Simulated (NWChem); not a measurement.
The numbers come from NWChem runs, not from measurements. System: BeCl₂, charge 0, spin multiplicity 1, at a geometry optimised with PBE/def2-SVP. The structure started from a generated list of species. Level: MP2/def2-TZVP, 11 core orbitals frozen.

Input file:

```
start mol
memory heap 200 mb stack 900 mb global 1100 mb
geometry units angstroms nocenter noautoz
  Be     0.000000     0.000000     0.000000
  Cl     0.000000     0.000000     1.814446
  Cl     0.000000     0.000000    -1.814446
  symmetry group D2h
end
basis spherical
  * library def2-tzvp
end
scf
  rhf
  nopen 0
  maxiter 100
  thresh 1e-7
  semidirect memsize 60000000 filesize 0
end
mp2
  freeze core 11
end
task mp2 energy
```

Part of the output:

```
             Northwest Computational Chemistry Package (NWChem) 7.3.0
             --------------------------------------------------------

                                NWChem Input Module
                                -------------------

 Scaling coordinates for geometry "geometry" by  1.889725989
 (inverse scale =  0.529177249)

 Turning off AUTOSYM since
 SYMMETRY directive was detected!

                             Geometry "geometry" -> ""
                             -------------------------

 Output coordinates in angstroms (scale by  1.889725989 to convert to a.u.)

  No.       Tag          Charge          X              Y              Z
 ---- ---------------- ---------- -------------- -------------- --------------
    1 Be                   4.0000     0.00000000     0.00000000     0.00000000
    2 Cl                  17.0000     0.00000000     0.00000000     1.81444600
    3 Cl                  17.0000     0.00000000     0.00000000    -1.81444600

 Effective nuclear repulsion energy (a.u.)      81.8069087448

            Nuclear Dipole moment (a.u.)
            ----------------------------
        X                 Y               Z
 ---------------- ---------------- ----------------
     0.0000000000     0.0000000000     0.0000000000

      Symmetry information
      --------------------

 Group name             D2h
 Group number             26
 Group order               8
 No. of unique centers     2

      Symmetry unique atoms

     1    2


 Summary of "ao basis" -> "" (spherical)
 ------------------------------------------------------------------------------
       Tag                 Description            Shells   Functions and Types
 ---------------- ------------------------------  ------  ---------------------
 *                         def2-tzvp                  on all atoms

 Summary of "ao basis" -> "ao basis" (spherical)
 ------------------------------------------------------------------------------
       Tag                 Description            Shells   Functions and Types
 ---------------- ------------------------------  ------  ---------------------
 Be                        def2-tzvp                 9       19   5s3p1d
 Cl                        def2-tzvp                13       37   5s5p2d1f

                                 NWChem SCF Module
                                 -----------------

  ao basis        = "ao basis"
  functions       =    93
  atoms           =     3
  closed shells   =    19
  open shells     =     0
  charge          =   0.00
  wavefunction    = RHF
  use symmetry    = T
  symmetry adapt  = T

 Summary of "ao basis" -> "ao basis" (spherical)
 ------------------------------------------------------------------------------
       Tag                 Description            Shells   Functions and Types
 ---------------- ------------------------------  ------  ---------------------
 Be                        def2-tzvp                 9       19   5s3p1d
 Cl                        def2-tzvp                13       37   5s5p2d1f

      Symmetry analysis of basis
      --------------------------

        ag         23
        au          3
        b1g         4
        b1u        19
        b2g        10
        b2u        12
        b3g        10
        b3u        12

 Forming initial guess at       0.1s

      Superposition of Atomic Density Guess
      -------------------------------------

 Sum of atomic energies:        -933.52795708

      Non-variational initial energy
      ------------------------------

 Total energy =    -934.060658
 1-e energy   =   -1451.518787
 2-e energy   =     435.651220
 HOMO         =      -0.461587
 LUMO         =      -0.013867

      Symmetry analysis of molecular orbitals - initial
      -------------------------------------------------

 !! scf_movecs_sym_adapt:   58 vectors were symmetry contaminated

  Symmetry fudging

 !! scf_movecs_sym_adapt:   56 vectors were symmetry contaminated

  Numbering of irreducible representations:

     1 ag          2 au          3 b1g         4 b1u         5 b2g
     6 b2u         7 b3g         8 b3u

  Orbital symmetries:

     1 ag          2 b1u         3 ag          4 b1u         5 ag
     6 b1u         7 b2u         8 b3u         9 b2g        10 b3g
    11 ag         12 ag         13 b1u        14 ag         15 b1u
    16 b2u        17 b3u        18 b2g        19 b3g        20 ag
    21 b3u        22 b2u        23 ag         24 b1u        25 b2u
    26 b3u        27 ag         28 b1u        29 b3g

 Starting SCF solution at       0.8s

 ----------------------------------------------
         Quadratically convergent ROHF

 Convergence threshold     :          1.000E-07
 Maximum no. of iterations :          100
 Final Fock-matrix accuracy:          1.000E-09
 ----------------------------------------------

              iter       energy          gnorm     gmax       time
             ----- ------------------- --------- --------- --------
                 1     -933.7838760855  5.54D-01  2.16D-01      0.8
                 2     -933.8139420146  1.85D-01  7.34D-02      0.8
                 3     -933.8173682455  1.00D-02  4.05D-03      0.9
                 4     -933.8173825290  5.06D-05  2.48D-05      1.0
                 5     -933.8173825294  8.72D-09  2.13D-09      1.1

       Final RHF  results
       ------------------

         Total SCF energy =   -933.817382529352
      One-electron energy =  -1453.337144874624
      Two-electron energy =    437.712853600446
 Nuclear repulsion energy =     81.806908744826

        Time for solution =      0.3s

       Symmetry analysis of molecular orbitals - final
       -----------------------------------------------

  Numbering of irreducible representations:

     1 ag          2 au          3 b1g         4 b1u         5 b2g
     6 b2u         7 b3g         8 b3u

  Orbital symmetries:

     1 b1u         2 ag          3 b1u         4 ag          5 b1u
     6 ag          7 b2g         8 b3g         9 b3u        10 b2u
    11 ag         12 ag         13 b1u        14 ag         15 b1u
    16 b2u        17 b3u        18 b3g        19 b2g        20 ag
    21 b2u        22 b3u        23 ag         24 b1u        25 b3u
    26 b2u        27 ag         28 b1u        29 ag

             Final eigenvalues
             -----------------

              1
    1 -104.8329
    2 -104.8329
    3  -10.5628
    4  -10.5628
    5   -8.0293
    6   -8.0293
    7   -8.0286
    8   -8.0286
    9   -8.0286
   10   -8.0286
   11   -4.7665
   12   -1.0938
   13   -1.0926
   14   -0.5633
   15   -0.5462
   16   -0.4934
   17   -0.4934
   18   -0.4711
   19   -0.4711
   20    0.0455
   21    0.1024
   22    0.1024
   23    0.1847
   24    0.1976
   25    0.2818
   26    0.2818
   27    0.3654
   28    0.3721
   29    0.4208

                       ROHF Final Molecular Orbital Analysis
                       -------------------------------------

 Vector   17  Occ=2.000000D+00  E=-4.934247D-01  Symmetry=b3u
              MO Center=  2.4D-20,  4.8D-35,  9.1D-17, r^2= 4.1D+00
   Bfn.  Coefficient  Atom+Function         Bfn.  Coefficient  Atom+Function
  ----- ------------  ---------------      ----- ------------  ---------------
    34      0.371402  2 Cl px                71      0.371402  3 Cl px
    37      0.230306  2 Cl px                74      0.230306  3 Cl px
    31      0.165983  2 Cl px                68      0.165983  3 Cl px

 Vector   18  Occ=2.000000D+00  E=-4.710938D-01  Symmetry=b3g
              MO Center= -1.8D-32, -7.1D-18,  1.4D-16, r^2= 4.3D+00
   Bfn.  Coefficient  Atom+Function         Bfn.  Coefficient  Atom+Function
  ----- ------------  ---------------      ----- ------------  ---------------
    35      0.380767  2 Cl py                72     -0.380767  3 Cl py
    38      0.241851  2 Cl py                75     -0.241851  3 Cl py
    32      0.176779  2 Cl py                69     -0.176779  3 Cl py

 Vector   19  Occ=2.000000D+00  E=-4.710938D-01  Symmetry=b2g
              MO Center= -3.0D-17, -9.0D-32,  4.1D-16, r^2= 4.3D+00
   Bfn.  Coefficient  Atom+Function         Bfn.  Coefficient  Atom+Function
  ----- ------------  ---------------      ----- ------------  ---------------
    34      0.380767  2 Cl px                71     -0.380767  3 Cl px
    37      0.241851  2 Cl px                74     -0.241851  3 Cl px
    31      0.176779  2 Cl px                68     -0.176779  3 Cl px

 Vector   20  Occ=0.000000D+00  E= 4.554818D-02  Symmetry=ag
              MO Center= -2.2D-17, -2.6D-17,  8.6D-15, r^2= 1.1D+01
   Bfn.  Coefficient  Atom+Function         Bfn.  Coefficient  Atom+Function
  ----- ------------  ---------------      ----- ------------  ---------------
     5      2.144224  1 Be s                  4     -1.947788  1 Be s
    17     -0.335611  1 Be d  0               3      0.247115  1 Be s
    39     -0.230606  2 Cl pz                76      0.230606  3 Cl pz
    24      0.173409  2 Cl s                 61      0.173409  3 Cl s
    23     -0.153957  2 Cl s                 60     -0.153957  3 Cl s

 Vector   21  Occ=0.000000D+00  E= 1.024005D-01  Symmetry=b2u
              MO Center=  7.1D-32,  1.6D-16, -7.5D-17, r^2= 4.9D+00
   Bfn.  Coefficient  Atom+Function         Bfn.  Coefficient  Atom+Function
  ----- ------------  ---------------      ----- ------------  ---------------
    13      0.983663  1 Be py                38     -0.377012  2 Cl py
    75     -0.377012  3 Cl py                 7     -0.348634  1 Be py

 Vector   22  Occ=0.000000D+00  E= 1.024005D-01  Symmetry=b3u
              MO Center=  1.8D-16,  1.1D-32, -5.3D-17, r^2= 4.9D+00
   Bfn.  Coefficient  Atom+Function         Bfn.  Coefficient  Atom+Function
  ----- ------------  ---------------      ----- ------------  ---------------
    12      0.983663  1 Be px                37     -0.377012  2 Cl px
    74     -0.377012  3 Cl px                 6     -0.348634  1 Be px

 center of mass
 --------------
 x =   0.00000000 y =   0.00000000 z =   0.00000000

 moments of inertia (a.u.)
 ------------------
         822.237183335282           0.000000000000           0.000000000000
           0.000000000000         822.237183335282           0.000000000000
           0.000000000000           0.000000000000           0.000000000000

  Mulliken analysis of the total density
  --------------------------------------

    Atom       Charge   Shell Charges
 -----------   ------   -------------------------------------------------------
    1 Be   4     3.51   1.02  0.97  0.35  0.11 -0.00  0.80  0.01  0.05  0.21
    2 Cl  17    17.24   2.01  0.45  1.52  1.08  0.84  4.18  1.69  1.07  2.88  1.49  0.01  0.02  0.00
    3 Cl  17    17.24   2.01  0.45  1.52  1.08  0.84  4.18  1.69  1.07  2.88  1.49  0.01  0.02  0.00

       Multipole analysis of the density wrt the origin
       ------------------------------------------------

     L   x y z        total         open         nuclear
     -   - - -        -----         ----         -------
     0   0 0 0     -0.000000      0.000000     38.000000

     1   1 0 0      0.000000      0.000000      0.000000
     1   0 1 0      0.000000      0.000000      0.000000
     1   0 0 1      0.000000      0.000000      0.000000

     2   2 0 0    -22.197922      0.000000      0.000000
     2   1 1 0      0.000000      0.000000      0.000000
     2   1 0 1      0.000000      0.000000      0.000000
     2   0 2 0    -22.197922      0.000000      0.000000
     2   0 1 1     -0.000000      0.000000      0.000000
     2   0 0 2    -26.423082      0.000000    399.728104

                   NWChem MP2 Semi-direct Energy/Gradient Module
                   ---------------------------------------------

  Basis functions       =     93
  Molecular orbitals    =     93
  Frozen core           =     11
  Frozen virtuals       =      0
  Active alpha occupied =      8
  Active beta occupied  =      8
  Active alpha virtual  =     74
  Active beta virtual   =     74
  Use MO symmetry       = T
  Use skeleton AO sym   = T

  AO/Fock/Back tols     =   1.0D-09  1.0D-09  1.0D-09

 GA uses MA = F    GA memory limited = T

 Available:
  local mem=  1.26D+08
 global mem=  1.44D+08
 local disk=  0.00D+00
  mp2_memr nvloc                    74
  nvloc new                    74
   1 passes of   8:        4194304                      47232                   8118401.
   1 passes of   8: M    126149831           G      144161902           F     121955527.

 Semi-direct pass number   1 of   1  for RHF alpha+beta  at        1.2s
  vrange nnbf                  4026
  mp2_eaftype                    30  avail_ma_in_mb                  1099
 EAF : mp2_eaftype filesize          30    4059200.
  mp2_eaf for mointskh                     30
Node 0 wrote     19.1 Mb in      0.0 s     Agg I/O rate:   977.8 Mb/s
 Done moints_semi at        4.2s
  mp2_eaftype                    30  avail_ma_in_mb                  1069
 EAF : mp2_eaftype filesize          30    4059200.
  mp2_eaf for kh                    30
 Done maket at        4.4s
 Done multipass loop at        4.4s

          -------------------------------------------
          SCF energy                -933.817382529352
          Correlation energy          -0.402762708174
          Singlet pairs               -0.249234405632
          Triplet pairs               -0.153528302542
          Total MP2 energy          -934.220145237526
          -------------------------------------------

          ---------------------------------------------------
                    Spin Component Scaled (SCS) MP2
          Same spin pairs                     -0.102352201695
          Same spin scaling factor             0.333333333333
          Opposite spin pairs                 -0.300410506479
          Opposite spin scaling fact.          1.200000000000
          SCS-MP2 correlation energy          -0.394610008340
          Total SCS-MP2 energy              -934.211992537693
          ---------------------------------------------------

 -----------------------
 Performance information
 -----------------------

 Timer overhead =  1.37D-07 seconds/call

               Nr. of calls         CPU time (s)                 Wall time (s)                GFlops
             ---------------    -------------------     ------------------------------   -------------------
Name         Min   Avg   Max    Min     Avg     Max     Min     Avg     Max   Mx/calls   Min     Max     Sum
mp2: moin     1     1     1    3.0     3.0     3.0      3.0     3.0     3.0     3.0      0.0     0.0     0.0
mp2: make     1     1     1   0.14    0.14    0.14     0.14    0.14    0.14    0.14      0.0     0.0     0.0
mp2: tota     1     1     1    3.2     3.2     3.2      3.2     3.2     3.2     3.2      0.0     0.0     0.0

 The average no. of pstat calls per process was 3.00D+00
 with a timing overhead of 4.10D-07s

 Task  times  cpu:        4.3s     wall:        4.3s

 Total times  cpu:        4.4s     wall:        4.4s
```
